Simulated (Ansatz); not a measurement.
Job for Ansatz (a first-principles code): R-PBE/def2-TZVPP on BrH3Ti (SMILES [TiH3][Br]), atoms moved off the minimum.

Ansatz 0.2 input:
```yaml
crystal:
  periodic: [false, false, false]
  atoms:
    - {symbol: Ti, position_ang: [1.18589223, -0.00175521, 0.50089266]}
    - {symbol: Br, position_ang: [-0.83817058, 0.04231034, -0.42259207]}
    - {symbol: H, position_ang: [2.22365346, 0.93947906, -0.35807066]}
    - {symbol: H, position_ang: [1.15714807, 0.62460656, 2.06439414]}
    - {symbol: H, position_ang: [1.77842851, -1.56580524, 0.68798881]}
basis:
  gaussian:
    orbitals: def2-TZVPP
hamiltonian:
  xc: {name: PBE}
scf: {lower_state_search: off}
output: {forces: true}
```

Output:

```
WARN ansatz: RAYON_NUM_THREADS=4 ignored (pool sized by the plan → 4); use --threads N
Functional definition: PBE
these checks for a lower state are left out or cut short: stability, starts, cluster_reference, orbital_swaps, neighbouring_geometries, increment
integrals: 0.07 GiB planned
985 factors; their error is unknown
mean field: 0.54 GiB planned
mean field evaluation 1: about -93177.5208 eV, gradient 9.2e1 eV
mean field evaluation 2: about -93132.6924 eV, gradient 1.5e2 eV
mean field evaluation 4: about -93190.8399 eV, gradient 2.8e1 eV
mean field evaluation 8: about -93193.2594 eV, gradient 9.7e-2 eV
mean field evaluation 16: about -93193.2306 eV, gradient 1.1e-4 eV
mean field -93193.23063609 eV, -3424.7880572359 hartree, gradient 1.9e-6 eV, S^2 0.000000; 0 other end points of the search recorded, 0 dependent functions left out
the calculation of the forces begins
reference -93193.23068234 eV, -3424.7880589356 hartree; 30, 30 occupied and 124, 124 virtual orbitals, 985 factors
Total energy: -93193.23068234 eV, -3424.7880589356 hartree
Atom 0 at     1.185892    -0.001755     0.500893 Å, force     1.390969    -0.254254     1.129198 eV/Å
Atom 1 at    -0.838171     0.042310    -0.422592 Å, force    -1.638191     0.021516    -0.739804 eV/Å
Atom 2 at     2.223653     0.939479    -0.358071 Å, force     0.411086     0.428745    -0.520133 eV/Å
Atom 3 at     1.157148     0.624607     2.064394 Å, force    -0.172723     0.148961     0.231400 eV/Å
Atom 4 at     1.778429    -1.565805     0.687989 Å, force     0.008859    -0.344968    -0.100661 eV/Å
Dipole moment:    -0.063042     0.000504    -0.077886 e Å
Checks for a lower state left out: stability, starts, cluster_reference, orbital_swaps, neighbouring_geometries, increment
```

The calculation finished and met its thresholds.

Cost: around 2.5 core-seconds (rough).
